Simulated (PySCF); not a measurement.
Gas-phase reaction: W₂O₆ + 2 H₂O₂ ⇌ 2 WO₂(OH)₂ + O₂

Method: PySCF energies (xtb for GFN2) plus ideal-gas RRHO corrections (1 bar). S°(298 K) at PBE0/def2-TZVP differs from the NASA 1993 table for H₂O₂ (-8 J/mol/K); whether the harmonic model or the table's entry is off was not settled. † marks an energy on the PBE0/def2-TZVP geometry and frequencies; other levels use their own. MP2 freezes the core. Open shells (unrestricted): O₂ (multiplicity 3); the rest are closed-shell singlets. GFN2 has no spin-polarisation term. B3LYP is the form with VWN-RPA correlation. W: scalar-relativistic def2 core potential, no spin-orbit coupling. No R ln 2 is added for the mirror-image form of H₂O₂, WO₂(OH)₂. W₂O₆: computed as isolated molecules; such fragments, hydroxides, amides, oligomers or adducts are transient or little studied in the gas. MP2 isn't extrapolated to the basis-set limit; its ΔH°(298 K) is -392.6 kJ in def2-SVP and -356.4 kJ in def2-TZVPP. The harmonic model lacks anharmonicity and excited electronic states, which grow with temperature; levels with a mode under 35 cm⁻¹ are left out. Internal rotation in H₂O₂ is treated as a harmonic vibration of one conformer, which makes the entropy rough. Soft modes under 120 cm⁻¹ make the harmonic entropy rough for W₂O₆. Warning, point group unlike the PBE0 one: H₂O₂, WO₂(OH)₂ (GFN2-xTB).

```tsv
level	ΔE electronic, kJ	ΔH°(298 K), kJ	ΔS°(298 K), J/K	ΔG°(800 K), kJ
B3LYP/def2-TZVP†	-398	-409	30	-439
GFN2-xTB	-10	-24	24	-50
MP2/def2-TZVPP†	-345	-356	30	-386
PBE/def2-TZVP†	-375	-386	30	-415
PBE0/def2-QZVP†	-389	-401	30	-430
PBE0/def2-SVP†	-423	-434	30	-464
LDA/def2-TZVP†	-358	-369	30	-398
ωB97M-V/def2-TZVP†	-375	-386	30	-416
ωB97X-V/def2-TZVP†	-388	-399	30	-428
```
ΔH° is lowest at PBE0/def2-SVP† and highest at GFN2-xTB. No reference value is set beside these.
